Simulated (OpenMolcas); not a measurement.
Ti²⁺: from CASSCF to CASPT2

- Program: OpenMolcas 26.06
- Basis: ANO-R1 [5s4p3d1f]
- Scalar Hamiltonian: X2C, finite nucleus
- Active space: 2 electrons in 10 orbitals (3d 4d)
- State averaging: 2S+1 = 3 even, 10 roots; 2S+1 = 1 even, 15 roots
- Spin-orbit coupling: state interaction with AMFI integrals over the reference wave functions, term energies averaged over their components

Methods on the same reference wave functions:
A. CASSCF
B. SS-CASPT2, IPEA 0.25 Eh, imaginary shift 0.1 Eh (closed shells correlated: 3s 3p)

Energies in cm-1 above 3d2 3F2, the measured ground level; measured values from Corliss and Sugar, J. Phys. Chem. Ref. Data 8, 1 (1979).

```json
{"Level": "3d2 3F2", "A": "0.0", "B": "0.0", "Measured": "0.0"}
{"Level": "3d2 3F3", "A": "191", "B": "191", "Measured": "185"}
{"Level": "3d2 3F4", "A": "439", "B": "440", "Measured": "420"}
{"Level": "3d2 1D2", "A": "10791", "B": "8580", "Measured": "8474"}
{"Level": "3d2 3P0", "A": "12972", "B": "11040", "Measured": "10538"}
{"Level": "3d2 3P1", "A": "13036", "B": "11110", "Measured": "10604"}
{"Level": "3d2 3P2", "A": "13170", "B": "11240", "Measured": "10721"}
{"Level": "3d2 1G4", "A": "16647", "B": "15400", "Measured": "14398"}
{"Level": "3d2 1S0", "A": "39241", "B": "33120", "Measured": "32476"}
```

Deviations, from unrounded energies. A percentage is the sum of absolute deviations over the sum of measured energies, with the sign that they share, or ± where signs differ.

| Against measurement | Levels | A | B |
| --- | --- | --- | --- |
| mean absolute deviation (cm-1) | 8 | 2300 | 410 |
| fine structure of the ground term (%) | 2 | +4.0 | +4.3 |
| other terms of the ground configuration (%) | 6 | +21.4 | +3.8 |

B lies closest to measurement on these levels. The largest miss of B in the table is 3d2 1G4, by +1000 cm-1. The ranking rests on the paired levels alone, and a cruder setting can come out closer through cancelling errors.

From A to B the spin-free energies of the other terms of 3d2 shown, above 3F, scale by factors of 0.79 to 0.92, as is usual when dynamic correlation screens the repulsion within a d or f shell.

The lowest spin-free term lies below A's lowest term by 0.234 hartree in B.

CASPT2 breaks the degeneracy within a term, and the mean is taken; among the terms shown or strongly mixed into the levels shown the widest spread is 640 cm-1 (3d2 1G, B). Active for correlation alone: 4d; no level in the range computed is led by a configuration that fills it, so any true level of that kind is missing. Without dynamic correlation excited terms often stand tens of per cent too high (terms of higher spin than the ground term too low), and those without a measured partner can miss by more than the paired ones (holds for A). Measured partners are found by configuration, term and J. A level has none where our copy of the source lacks it or the pairing is in doubt (some pairs that miss far off the trend of their configuration count as doubtful), and it then counts in no deviation. Levels of configurations outside the active space are missing.
